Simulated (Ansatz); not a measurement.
A structure relaxed at PBE0-D4/def2-SVPD in Ansatz, charge -1, singlet:

```xyz
9

P     0.3579    0.2867   -0.9843
Na    1.0016   -0.6458   -3.4068
Na    2.5396    1.7929   -1.4475
Na   -0.3907    0.8977    1.6401
Na   -0.7195    2.2449   -2.4779
Na    1.7361   -1.4316    0.6426
Na   -3.7802   -0.7713    2.4786
Na    1.3276   -1.4628    4.1234
Na   -2.0725   -0.9106   -0.5682
```

Give its formula.

the cluster Na₈P⁻ (the lowest singlet isomer of a short search).

Summarise the bond lengths by kind (pairs closer than 1.2 times the sum of covalent radii, bridged metal pairs left out).

6 × Na–P 2.67 to 2.80 Å; 4 × Na–Na 3.50 to 3.87 Å.

The restricted singlet is unstable towards broken spin symmetry in Hartree–Fock (as tested in another run); at PBE0-D4/def2-SVPD this wasn't settled. The structure comes from a short search, and lower isomers may exist.
